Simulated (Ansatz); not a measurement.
Reaction (dimerisation): 2 `[OH][Ga]([F])[F]` → `[F][Ga-]1([F])[OH+][Ga-]([F])([F])[OH+]1`

Gas-phase electronic energies from Ansatz, PBE0-D4/def2-TZVP geometries. CCSD(T)/CBS adds triple-zeta CCSD(T) − MP2 to the extrapolated MP2 energy (def2 sets, frozen cores). DFT in def2-TZVPP. B3LYP here is the variant with VWN-RPA as its local correlation; programs differ in this. For Ga outer-core shells are correlated without core-valence functions, which leaves a few kJ/mol of doubt a bond. Scalar relativity is left out up to krypton. One conformer a species, not always the lowest.

Problem. Is it downhill or uphill in electronic energy at CCSD(T)/CBS, and by how much? (An estimate is asked.)

Solution. The calculation gave: Downhill: ΔE = -56.9 kcal/mol.

Problem. What do these levels give: PBE0-D4, B3LYP-D4, PBE-QIDH, BLYP, r2SCAN, CAM-B3LYP, CCSD(T)/def2-SVP, MP2/def2-TZVPP, SCS-MP2/def2-TZVPP, CCSD/def2-TZVPP, CCSD(T)/def2-TZVPP, CCSD/CBS(def2)? (Best estimate.)

Solution. Ansatz gave: PBE0-D4 -55.6, B3LYP-D4 -53.6, PBE-QIDH -57.9, BLYP -41.7, r2SCAN -56.2, CAM-B3LYP -53.8, CCSD(T)/def2-SVP -65.2, MP2/def2-TZVPP -56.8, SCS-MP2/def2-TZVPP -55.8, CCSD/def2-TZVPP -58.2, CCSD(T)/def2-TZVPP -58.2, CCSD/CBS(def2) -56.9 kcal/mol.

Largest T1 diagnostic among the species: 0.015.

Leaving LDA and LC-ωPBE aside and taking each functional with its dispersion term where it has one, the values, not all of them listed here, spread over 12.2 kcal/mol, from BHLYP-D4 to BLYP-D4. LDA lies −13.4 kcal/mol from PBE without D4. The D4 term adds −5.2 kcal/mol with B3LYP and −2.8 kcal/mol with PBE0; it sums over pairs of atoms, weighted by their polarisabilities, and B3LYP, whose exchange is more repulsive, gets the larger term. From PBE to PBE0 (25 % exact exchange), in def2-TZVPP and without D4, ΔE moves by −5.9 kcal/mol.
